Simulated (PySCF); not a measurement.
**Zero-point energy and free energy from harmonic frequencies**

System: O2, charge +1, doublet, at the geometry optimised at the base level (a state made from the parent by changing its charge; the spin is typed, not shown lowest). Level: PBE0/6-31G*, frequencies in PySCF. Sums are taken with unrounded values, so a last digit can differ.

Electronic energy -149.707205 Eh; harmonic frequencies (cm⁻¹, unscaled): 2141. At 298.15 K and 1 atm the ideal-gas enthalpy is -149.699022 Eh and the entropy 47.85 cal/(mol K).

Question: Work out the zero-point energy, the thermal part of the enthalpy and the Gibbs energy.

Answer: The frequencies add up to 2141 cm⁻¹; half of that over 219474.6 cm⁻¹/Eh is 0.00488 Eh = 3.06 kcal/mol (the program: 3.06). H - E - ZPE = 2.07 kcal/mol comes from translation, rotation, pV and thermally filled vibrations (RT = 0.592 kcal/mol). TS = 298.15 × 47.85/1000 = 14.27 kcal/mol = 0.02273 Eh, so G = H - TS = -149.72176 Eh.
